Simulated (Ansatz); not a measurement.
Cartesian coordinates in Å:
```
O -0.243 -0.977 -2.392
C -0.274 -0.637 -1.286
N -0.382 -0.337 -0.125
B 0.172 0.438 0.923
F -0.404 0.382 2.107
H 1.131 1.132 0.773
```

The species carries charge 0 and has multiplicity 1.

(1) List the PBE/def2-TZVPP orbital energies in eV (the Gaussian-basis code of Ansatz). (Estimate.)

Results:

(1) The calculation gave: Occupied: -660.62, -512.20, -381.55, -273.00, -179.31, -30.67, -28.54, -24.09, -16.02, -13.28, -12.82, -12.29, -12.17, -11.34, -11.27, -9.27, -8.32, -7.82. Lowest empty: -2.25, -0.72, 0.27, 0.81, 1.20, 1.89, 2.93, 3.26.
